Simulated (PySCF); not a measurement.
Ga(Cl)2(SH) (Cl₂GaHS), SMILES [SH][Ga]([Cl])[Cl]. Atoms are numbered in the order given.

```xyz
5

Ga    -0.0129     0.0054     0.0000
Cl    -1.3939     1.6451     0.0000
Cl     2.0922     0.4381     0.0000
S     -0.7484    -2.0629     0.0000
H      0.5057    -2.5752     0.0000
```
Charge 0, spin multiplicity 1.

Geometry: B3LYP-D3(BJ)/def2-SVP. The structure was generated by enumeration; whether it is a known compound was not checked. One conformer was computed; it need not be the lowest.

Two levels are set side by side: PBE/pcSseg-1 (PySCF) and B3LYP/pcSseg-1 (PySCF). GIAO shifts against H2S (³³S), HCl (³⁵Cl), TMS (¹H) at the same level; non-relativistic, no solvent, atoms listed together averaged. Without spin–orbit terms, shifts of atoms bonded to Cl or Br come out too high at both levels. Differences are taken from unrounded values.

```json
[
 {"quantity": "δ(³³S) of S4 (ppm)", "B3LYP": "89.7"},
 {"quantity": "δ(¹H) of H5 (ppm)", "B3LYP": "1.81"}
]
```

Task: What does PBE give, and how far is it from B3LYP? (The exact figures need the calculation; the answer reports its results.)

Result: 
| quantity | PBE | PBE minus B3LYP |
|---|---|---|
| δ(³³S) of S4 (ppm) | 109.8 | 20.1 |
| δ(¹H) of H5 (ppm) | 2.02 | 0.21 |

Rough cost on one machine, each run with all the roots and properties that it gave: B3LYP against PBE within a factor of 2.
